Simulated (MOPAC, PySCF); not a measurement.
AlI$_{3}$, SMILES `[I][Al]([I])[I]`, neutral singlet in the gas phase. 

Z-matrix (Å, degrees):
```
Al
I 1 2.4633
I 1 2.4633 2 120.00
I 1 2.4633 2 120.00 3 180.00
```
Charge 0, multiplicity 1.

All levels are single points at this geometry (B3LYP-D3(BJ)/def2-TZVP); Pople sets use spherical d functions. Orbital energies aren't observables, and empty levels follow the basis.

HF/6-31G* (LANL2DZ on I) in PySCF gives gap (eV) = 10.93.

### Question
Estimate the gap (eV) from each of these levels: TPSSh-D3(BJ)/def2-TZVP in PySCF; B3LYP/6-31G* (LANL2DZ on I) in PySCF; B3LYP/LANL2DZ in PySCF; PM3 in MOPAC; PM7 in MOPAC.

### Answer

```csv
level,gap (eV)
TPSSh-D3(BJ)/def2-TZVP in PySCF,4.87
B3LYP/6-31G* (LANL2DZ on I) in PySCF,5.30
B3LYP/LANL2DZ in PySCF,5.17
PM3 in MOPAC,4.79
PM7 in MOPAC,6.94
```
